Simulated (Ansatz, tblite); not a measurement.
Cost and result up the ladder for the cluster Cu2H2 (the lowest singlet isomer of a short search) (4 atoms). Charge 0, multiplicity 1. Geometry: PBE0-D4/def2-TZVP.

```
atom   x (Å)   y (Å)   z (Å)
 Cu1   0.101   0.181   0.587
 Cu2  -0.227  -0.449  -1.695
  H3   0.904   1.186   1.405
  H4  -0.777  -0.918  -0.296
```

Ansatz on 4 threads of Arm Neoverse V1 on a shared host; xTB runs through tblite on one thread. Times are rough, summed over both states, and most runs start from the orbitals of an earlier one. PBE0-D4/def2-TZVP serves as the yardstick here, not as an exact answer. The other state is a doublet.

The xTB rows come from tblite. Correlated methods freeze 18 core orbitals. The structure comes from a short search, and lower isomers may exist.

Raw xTB energies of ions are shifted by several eV.

```json
{"level": "GFN1-xTB", "functions": "22", "wall time": "0.006 s", "vertical IE (eV)": "13.89", "difference from PBE0-D4/def2-TZVP (eV)": "5.71", "remarks": "–"}
{"level": "GFN2-xTB", "functions": "20", "wall time": "0.007 s", "vertical IE (eV)": "12.93", "difference from PBE0-D4/def2-TZVP (eV)": "4.74", "remarks": "–"}
{"level": "PBE-D4/def2-TZVP (with forces)", "functions": "102", "wall time": "2.5 s", "vertical IE (eV)": "8.35", "difference from PBE0-D4/def2-TZVP (eV)": "0.16", "remarks": "–"}
{"level": "PBE0-D4/def2-TZVP", "functions": "102", "wall time": "5.1 s", "vertical IE (eV)": "8.18", "difference from PBE0-D4/def2-TZVP (eV)": "0.00", "remarks": "–"}
{"level": "r2SCAN-D4/def2-TZVP", "functions": "102", "wall time": "6 s", "vertical IE (eV)": "8.24", "difference from PBE0-D4/def2-TZVP (eV)": "0.05", "remarks": "–"}
{"level": "CCSD(T)/def2-TZVPP", "functions": "156", "wall time": "97 s", "vertical IE (eV)": "8.34", "difference from PBE0-D4/def2-TZVP (eV)": "0.15", "remarks": "large T1 (+1 doublet)"}
```
